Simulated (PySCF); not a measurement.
A single-point calculation

Lu(NO3)3 (singlet in the valence; each metal's 4f electrons, 14 of them, lie in its core potential, out of spins and levels). PySCF 2.14.0, RKS r2SCAN, Lu lcecp-1-SVP with ECP60, O def2-SVP, N def2-SVP; non-relativistic Hamiltonian with scalar-relativistic core potentials where named; density fitting; no spin-orbit coupling. Purpose: finer grid at the relaxed geometry.

```python
mol = gto.M(atom='''
Lu    -0.00000    -0.00000    -0.00000
O      1.98529    -0.24404     1.05248
O      1.98529     0.24402    -1.05248
N      2.69769    -0.00001    -0.00000
O      3.88408    -0.00002    -0.00000
O     -0.78130     1.84134     1.05248
O     -1.20398     1.59730    -1.05248
N     -1.34883     2.33627    -0.00000
O     -1.94202     3.36372    -0.00000
O     -1.20399    -1.59729     1.05248
O     -0.78132    -1.84133    -1.05248
N     -1.34886    -2.33626     0.00000
O     -1.94206    -3.36370     0.00000''',
    basis={'Lu': 'lcecp-1-SVP', 'O': 'def2-SVP', 'N': 'def2-SVP'},
    ecp={'Lu': 'lcecp-1-SVP'},
    charge=0, spin=0)
mf = dft.RKS(mol, xc='R2SCAN')
mf.grids.atom_grid = (75, 302)  # f atoms: unpruned, at least (60, 302)
mf = mf.density_fit()  # fitting sets: Lu AutoAux, O def2-universal-JKFIT, N def2-universal-JKFIT
mf.conv_tol = 1e-09; mf.max_cycle = 55
mf.kernel(dm0)  # dm0: converged density of the relaxed state
mf.nuc_grad_method().kernel()
```

Run from Python with OMP_NUM_THREADS=4; the lines above give its settings. Where DIIS fails, smearing, a level shift and second-order steps follow.
It took 43 s on 4 threads of Intel(R) Xeon(R) Platinum 8175M CPU @ 2.50GHz (Skylake/Cascade Lake), on a shared host, with gradient, populations and further properties, from an already converged density.

(1) Where do the frontier levels lie, over both spins?

(2) What are the Mulliken charges and spins?

(3) What forces act on the atoms (eV/Å)?

An lcecp potential fixes the number of 4f electrons, so in runs with it no electron can move into or out of that shell.

## Answers

(1) HOMO -8.23 eV, LUMO -3.90 eV. The 4f levels lie in the core potential and are missing.

(2) 
| atom | charge (e) | spin (e) |
| --- | --- | --- |
| Lu1 | 1.254 | 0.000 |
| O2 | -0.364 | 0.000 |
| O3 | -0.364 | 0.000 |
| N4 | 0.460 | 0.000 |
| O5 | -0.149 | 0.000 |
| O6 | -0.364 | 0.000 |
| O7 | -0.364 | 0.000 |
| N8 | 0.460 | 0.000 |
| O9 | -0.149 | 0.000 |
| O10 | -0.364 | 0.000 |
| O11 | -0.364 | 0.000 |
| N12 | 0.460 | 0.000 |
| O13 | -0.149 | 0.000 |

(3) 
```
Lu   0.00  0.00  0.00
O    0.00 -0.02  0.05
O    0.00  0.02 -0.05
N    0.00  0.00  0.00
O    0.07  0.00  0.00
O    0.02  0.01  0.05
O   -0.02 -0.01 -0.05
N    0.00  0.00  0.00
O   -0.03  0.06  0.00
O   -0.02  0.01  0.05
O    0.02 -0.01 -0.05
N    0.00  0.00  0.00
O   -0.03 -0.06  0.00
```
Forces carry noise of the integration grid, about 0.01 to 0.03 eV/Å.
